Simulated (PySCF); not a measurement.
C3H3BrO.
Geometry (PBE0-D3(BJ)/def2-SVP, Å), atoms numbered from 1 in this order:
```
atom  x, y, z in Å
C1    -0.9493   -0.2305    0.2431
C2     0.3690    0.3659   -0.1264
Br3    0.5072    2.2417   -0.3592
C4     1.4891   -0.3044   -0.3190
O5     2.4732   -0.8993   -0.4911
H6    -1.3113    0.1783    1.1997
H7    -0.8614   -1.3219    0.3490
H8    -1.7054   -0.0210   -0.5302
```

Lines to be assigned: C 1s: 291.67 (area 1), 291.94 (area 1), 294.05 (area 1) eV; O 1s: 539.76 eV.

The calculation used delta-SCF UKS SCAN, pcX-2 on the ionised atom, pcseg-1 elsewhere, spin-free X2C in PySCF. Geometry: PBE0-D3(BJ)/def2-SVP; no solvent, vibrations or thermal averaging.

Task: Assign the C 1s lines to atoms.

Result: 291.67 eV: C1 (methyl carbon); 291.94 eV: C2 (outer carbon of cumulated double bonds); 294.05 eV: C4 (central carbon of a ketene). The listed C 1s values span 2.38 eV, from C1 (bonded to C and 3 H) to C4 (bonded to O (double bond) and C (double bond)). The widest gap between neighbouring values is 2.11 eV, between 291.94 and 294.05 eV. Summing the Pauling electronegativity differences to the bonded atoms, each weighted by its formal bond order, gives -1.05 for the lowest site and +1.78 for the highest; no listed site has a larger sum than the highest.

Bonded neighbours of each site: C1: C and 3 H; C2: Br, C (double bond) and C; C4: O (double bond) and C (double bond); O5: C (double bond).

Task: Which photon energy gives electrons from C 1s of C2 a kinetic energy of 100 eV, and what is their de Broglie wavelength?

Result: hν = 291.94 + 100 = 391.94 eV, recoil neglected; λ = 12.264 Å/√(E/eV) = 1.23 Å.

The unrestricted hole states depart most from a pure doublet (⟨S²⟩ = 0.75; over 0.85 named) for C 1s of C4 (0.85), which makes this value less certain. No level of bromine is listed.
